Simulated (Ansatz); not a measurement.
C$_{8}$H$_{16}$HfN$_{2}$O, SMILES `C[O][Hf]1234([NH2])([N](C)C)[C@H]5[C@@H]1[C@@H]2[C@@H]3[C@H]54` at its PBE0-D4/def2-TZVP geometry, where that method's forces vanish. Charge 0, multiplicity 1. Hf takes the def2 core potential.

```xyz
28

C     2.8688    0.0246    1.7921
O     1.8290    0.1698    0.8927
Hf    0.3382   -0.2054   -0.2781
N     1.0022   -0.4903   -2.2056
N    -0.5393    1.6450   -0.4012
C    -1.5356    1.9402   -1.3986
C    -0.4014    2.7129    0.5545
C    -1.0179   -1.5088    1.3943
C    -1.8737   -1.2671    0.2943
C    -1.3878   -2.0078   -0.8015
C    -0.2392   -2.7157   -0.3770
C    -0.0181   -2.4155    0.9799
H     3.0066    0.9435    2.3745
H     3.8106   -0.1896    1.2730
H     2.6764   -0.7947    2.4976
H     0.9765   -1.3181   -2.7793
H     1.5208    0.2257   -2.6965
H    -1.2977    2.8676   -1.9423
H    -2.5392    2.0718   -0.9617
H    -1.5943    1.1386   -2.1407
H     0.3766    2.4801    1.2849
H    -0.1244    3.6583    0.0625
H    -1.3374    2.9023    1.1051
H    -1.1147   -1.0764    2.3801
H    -2.7363   -0.6170    0.2925
H    -1.8104   -2.0230   -1.7954
H     0.3683   -3.3655   -0.9896
H     0.7933   -2.7855    1.5897
```

Question: What forces (eV/Å) does r2SCAN-D4/def2-TZVPP give on these atoms in Ansatz? (An estimate is asked.)

Answer: Computed: 
```
C1   0.242 -0.030  0.206
O2  -0.134  0.068 -0.131
Hf3 -0.041 -0.034 -0.011
N4   0.004  0.012 -0.001
N5   0.135 -0.100 -0.016
C6  -0.154  0.030 -0.152
C7   0.023  0.162  0.159
C8  -0.037  0.065  0.220
C9  -0.203  0.111  0.010
C10 -0.105 -0.031 -0.203
C11  0.110 -0.164 -0.122
C12  0.149 -0.114  0.140
H13 -0.002 -0.003 -0.004
H14 -0.004  0.002  0.003
H15 -0.002  0.002 -0.001
H16  0.016 -0.025 -0.049
H17  0.028  0.011 -0.050
H18  0.002  0.011  0.000
H19 -0.009  0.007  0.005
H20 -0.002 -0.002  0.010
H21 -0.007 -0.003 -0.007
H22 -0.004  0.009 -0.005
H23 -0.010  0.006  0.001
H24  0.001  0.002  0.002
H25  0.001  0.001  0.000
H26  0.002  0.000 -0.001
H27  0.000  0.003 -0.002
H28  0.000  0.004 -0.002
```
